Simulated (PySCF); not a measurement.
## Predicted spectroscopic data

Computational details: σ from GIAO-PBE0/pcSseg-1, GFN2-xTB structure, in PySCF 2.14.0 with density-fitted response routines (a single conformation, equivalent nuclei averaged, isolated molecule, no relativistic terms).

Referencing at the same level of theory: TMS for 1H and 13C. Splittings of carbon signals by F and P are missing where no couplings were computed. Where no couplings were computed, multiplicities follow the n + 1 count of equivalent neighbours, and m marks all less simple cases (inequivalent or close neighbours, rings, F or P nearby). Shifts are as computed. Against solution values, carbons near 30 ppm lie about +3 ppm off and those near 130 ppm about +5 ppm; carbons on Cl a further +6 ppm. Of 1309 compounds with measured shifts, 239 miss one by over three times the rms of a fit or turn the order of signals round; such compounds aren't used in these exercises. Carbons bonded to Cl come out too deshielded.

**1.** `C#C[Si](F)(F)C#CC`, C5H4F2Si. 1H NMR (600 MHz, computed): δ 2.12 (s, 3H), 1.82 (s, 1H). 13C{1H} NMR (computed): δ 111.8 (C), 100.0 (CH), 84.6 (C), 80.5 (C), 5.4 (CH3).

**2.** `[SiH3]OC1=CC=C[SiH2]/C1=C/Cl`, C6H9ClOSi2. 1H NMR (600 MHz, computed): δ 6.94 (m, 1H), 6.53 (s, 1H), 5.62 (m, 1H), 5.49 (d, 1H), 5.09 (m, 2H), 5.02 (s, 3H). 13C{1H} NMR (computed): δ 160.7 (C), 151.4 (CH), 144.6 (CH), 131.5 (C), 119.8 (CH), 118.1 (CH).

**3.** `FCC1=C(C(F)(F)F)C1`, C5H4F4. 1H NMR (600 MHz, computed): δ 5.96 (m, 2H), 1.52 (s, 2H). 13C{1H} NMR (computed): δ 131.8 (C), 131.0 (C), 111.9 (C), 84.2 (CH2), 15.5 (CH2).

**4.** SMILES CC1=C[C@@H](F)C[C@@H](F)[C@H]1F, C7H9F3. 1H NMR (600 MHz, computed): δ 6.24 (m, 1H), 5.28 (m, 1H), 4.95 (m, 1H), 4.43 (m, 1H), 2.59 (m, 1H), 2.46 (m, 1H), 2.11 (s, 3H). 13C{1H} NMR (computed): δ 142.4, 138.2, 90.8, 90.8, 90.6, 34.2, 24.5.
